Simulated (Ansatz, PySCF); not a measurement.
This PySCF input computes a CCSD(T)/cc-pVDZ energy:

```python
from pyscf import gto, scf, mp, cc as ccmod

mol = gto.M(
    atom='''
    B     0.15431734   -0.02991672    0.03684712
    F    -0.50430122    1.20968830    0.10957048
    F    -0.79783028   -0.95725066   -0.42048687
    O     1.36844961   -0.26529440    0.32675150
    ''',
    basis='cc-pvdz',
    charge=-1,
    spin=0,
    verbose=4,
)

mf = scf.RHF(mol)
mf.conv_tol = 1e-10
mf.max_cycle = 100
mf.kernel()
mp2 = mp.MP2(mf, frozen=4).run()
cc = ccmod.CCSD(mf, frozen=4)
cc.max_cycle = 100
cc.kernel()
et = cc.ccsd_t()
print(f'E(CCSD(T)) = {cc.e_tot + et:.9f}')
```

**Question.** Write an input for the same energy in Ansatz (an electronic-structure program) and say what it gives.

**Answer.** 
Ansatz 0.2 input:
```yaml
crystal:
  periodic: [false, false, false]
  atoms:
    - {symbol: B, position_ang: [0.15431734, -0.02991672, 0.03684712]}
    - {symbol: F, position_ang: [-0.50430122, 1.20968830, 0.10957048]}
    - {symbol: F, position_ang: [-0.79783028, -0.95725066, -0.42048687]}
    - {symbol: O, position_ang: [1.36844961, -0.26529440, 0.32675150]}
basis:
  gaussian:
    orbitals: cc-pVDZ
total_charge: -1
magnetization: {spin_polarized: false}
correlation: {method: ccsd_t, electrons: outside_noble_gas}
```
It gives -299.28236 Eh, and PySCF -299.28236 Eh, a difference of 0.00 mEh.

It need not be the lowest isomer of its formula. Whether it binds its extra electron was not tested at this geometry.
